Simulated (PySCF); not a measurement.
**Ba: excitation energy**

Ba [Xe] 6s2 (1S) → Ba [Xe] 6s1 6p1 (3P), as a difference of total energies. All numbers are calculated (PySCF 2.14, the spin-free X2C one-electron Hamiltonian (Gaussian nucleus), in aug-cc-pwCVTZ-X2C). Correlated levels: valence: [Xe] frozen; valence and next inner shell: [Kr] 4d10 frozen. The calculations carry no spin-orbit coupling.

Question: Order these methods by the excitation energy they give, lowest first.
A. MP2 (valence)
B. PBEsol
C. SCS-MP2 (valence)
D. LDA

Answer: A (9854.3 cm⁻¹), C (10837 cm⁻¹), B (12375 cm⁻¹), D (13824 cm⁻¹).

Errors of the correlated levels include the incompleteness of this basis and the frozen core.

For comparison: 13083 cm⁻¹ (measured; NIST levels, between the centres of gravity of the two terms).
